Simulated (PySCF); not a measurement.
As: ionisation energy

As [Ar] 3d10 4s2 4p3 (4S) → As⁺ [Ar] 3d10 4s2 4p2 (3P), as a difference of total energies. Calculation: PySCF 2.14, in cc-pVDZ-PP with ECP10MDF; scalar relativity through the core potential. Correlated levels: valence: 3s2 3p6 3d10 frozen. The calculations carry no spin-orbit coupling.

```tsv
method	ionisation energy (eV)
UHF	9.431
PBE0	9.908
TPSS	9.848
MP2 (valence)	9.768
SCS-MP2 (valence)	9.649
CCSD (valence)	9.719
CCSD(T) (valence)	9.722
```

Errors of the correlated levels include the incompleteness of this basis and the frozen core.

Question: Which method comes closest to the reference value, and which is furthest?

Answer: The reference is 10.008 eV (measured; NIST levels, between the centres of gravity of the two terms). Closest: PBE0 (error -0.100 eV); furthest: UHF (error -0.577 eV).
